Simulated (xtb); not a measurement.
C3H5NOSi, SMILES C=C[SiH2]OC#N. All values are semi-empirical tight-binding results from xtb (GFN2-xTB unless named), good for trends rather than for accurate numbers. Geometry: GFN2-xTB. This is a generated structure with no PubChem entry under its InChIKey; it may be hypothetical. One conformer was computed; it need not be the lowest.

```json
{
 "point_group_as_xtb_finds_it": "Cs",
 "orbital_gap": "4.49 eV",
 "dipole_moment": "4.92 D",
 "zero_point_energy": "44.3 kcal/mol",
 "G − E(el) at 298.15 K (modified RRHO)": "23.9 kcal/mol",
 "static polarisability (D4 model)": "72.6 bohr³",
 "solvation energy, GFN2-xTB/ALPB(water)": "-5.9 kcal/mol",
 "solvation energy, GFN2-xTB/ALPB(dmf)": "-7.7 kcal/mol"
}
```
